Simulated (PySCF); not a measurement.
Fill in the blanks.

Compound: C6H9FOS.
SMILES with atom numbers: `[CH3:1][S@@:2](=[O:3])[C@:4]12[CH2:5][C@H:6]([CH2:7]1)[C@H:8]2[F:9]` (hydrogens: H10, H11, H12 on C1; H13, H14 on C5; H15 on C6; H16, H17 on C7; H18 on C8)

Structure used (PBE0-D3(BJ)/def2-SVP), in Å, numbered top down from 1:
```
atom  x, y, z in Å
C1     2.4432    0.0488    0.2289
S2     1.1508   -0.8132    1.1639
O3     0.9483   -0.0477    2.4412
C4    -0.2047   -0.3032    0.0878
C5    -0.6064    1.1385   -0.3081
C6    -1.6791    0.2075   -0.9292
C7    -1.6858   -0.5665    0.4091
C8    -0.5396   -0.7359   -1.3450
F9     0.3107   -0.3176   -2.3267
H10    2.2325    1.1255    0.2930
H11    2.4436   -0.2961   -0.8151
H12    3.4005   -0.1765    0.7174
H13   -0.9311    1.7793    0.5227
H14    0.0567    1.6605   -1.0092
H15   -2.5480    0.5033   -1.5332
H16   -2.0215   -1.6150    0.3905
H17   -2.0703   -0.0229    1.2816
H18   -0.7820   -1.7970   -1.5170
```

| property | level | value |
| --- | --- | --- |
| point group | PBE0-D3(BJ)/def2-SVP | C1 |
| rotational constants A, B, C | PBE0-D3(BJ)/def2-SVP | ? |
| dipole moment | wB97X-D/def2-SVPD | ? |
| HOMO energy | wB97X-D/def2-SVPD | -8.58 eV |
| LUMO energy | wB97X-D/def2-SVPD | 2.05 eV |
| lowest singlet excitation | TDDFT wB97X-D/def2-SVPD | ? |
| strongest line among the 6 lowest singlet transitions | TDDFT wB97X-D/def2-SVPD | S6 at 7.56 eV (164 nm, f = 0.064) |
| static isotropic polarisability | wB97X-D/def2-SVPD | 90.6 au |
| electronic spatial extent ⟨r²⟩ about the centre of nuclear charge | wB97X-D/def2-SVPD | 1279 bohr² |

Gas-phase values; electronic properties from PySCF, density fitting. One conformer (not necessarily the lowest) at the PBE0-D3(BJ)/def2-SVP geometry, without solvent, vibrations or thermal averaging.

What is the lowest singlet excitation?

5.80 eV (214 nm, f = 0.009).

The dipole moment?

3.26 D.

What are the rotational constants A, B, C?

2.294, 1.214, 0.959 GHz.

The rotational constants make it an asymmetric top with κ = (2B − A − C)/(A − C) = -0.62, nearer the prolate limit (−1). A dipole of 3.26 D is allowed in C1, and pure rotational transitions are dipole-allowed. With B = h/(8π²I), that is 505.379 GHz u Å² over I, the principal moments of inertia are 220.3, 416.2 and 527.1 u Å² (most abundant isotopes). The polarisability is 13.42 Å³ as a volume (1 au = 0.148185 Å³), or 1.16 au for each of the 78 electrons. No computed singlet falls in the visible range (750 to 380 nm, 1.65 to 3.26 eV); S1 lies 2.54 eV above its blue end. The largest Löwdin shares of the HOMO are 0.51 on O3, 0.29 on S2, 0.06 on C4 and 0.06 on C1.
